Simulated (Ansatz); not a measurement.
Method: frozen-core CCSD(T)/cc-pVTZ // ωB97X-D3(BJ)/def2-TZVP run with Ansatz (a program for electronic structure).

Ansatz 0.2 input:
```yaml
crystal:
  periodic: [false, false, false]
  atoms:
    - { symbol: Si, position_ang: [-1.146163, -0.033376, -0.06695] }
    - { symbol: Ga, position_ang: [1.226735, 0.036277, 0.06929] }
    - { symbol: Cl, position_ang: [2.370141, 1.837304, 0.176196] }
    - { symbol: Cl, position_ang: [2.433055, -1.727418, 0.121425] }
    - { symbol: H, position_ang: [-1.672887, -0.413008, 1.265794] }
    - { symbol: H, position_ang: [-1.668945, 1.296171, -0.455459] }
    - { symbol: H, position_ang: [-1.540916, -1.053011, -1.066397] }
basis:
  gaussian: { orbitals: cc-pVTZ }
correlation:
  method: ccsd_t
```

Output:

```
Functional definition: HF
1123 factors; integrals over basis functions are off by at most 1.2e-3 eV
mean field evaluation 1: about -85255.3660 eV, gradient 2.1e1 eV
mean field evaluation 2: about -85255.4644 eV, gradient 2.1e1 eV
mean field evaluation 4: about -85257.2505 eV, gradient 2.5e0 eV
mean field evaluation 8: about -85257.2909 eV, gradient 1.8e-1 eV
mean field evaluation 16: about -85256.8453 eV, gradient 1.0e1 eV
mean field -85257.29110753 eV, -3133.1476587344 hartree, gradient 2.3e-6 eV, S^2 0.000000; 0 other end points of the search recorded, 0 dependent functions left out
24 core orbitals not correlated
reference -85257.29110753 eV, -3133.1476587344 hartree; 17, 17 occupied and 146, 146 virtual orbitals, 1123 factors
second order -17.64696731 eV of doubles, -0.00000000 eV of singles
cycle   1  -18.54775427 eV  change   -9.0e-1 eV  update   1.0e-1
cycle   2  -19.07152120 eV  change   -5.2e-1 eV  update   2.9e-2
cycle   3  -19.15430371 eV  change   -8.3e-2 eV  update   1.4e-2
cycle   4  -19.14510681 eV  change    9.2e-3 eV  update   3.5e-3
cycle   5  -19.14377791 eV  change    1.3e-3 eV  update   1.3e-3
cycle   6  -19.14354029 eV  change    2.4e-4 eV  update   3.7e-4
cycle   7  -19.14350946 eV  change    3.1e-5 eV  update   1.2e-4
cycle   8  -19.14354425 eV  change   -3.5e-5 eV  update   4.3e-5
cycle   9  -19.14355508 eV  change   -1.1e-5 eV  update   1.5e-5
perturbative correction -0.83727139 eV, -0.0307691561 hartree
Total energy: -85277.27193400 eV, -3133.8819405636 hartree
```

Cost: roughly 100 core-seconds.
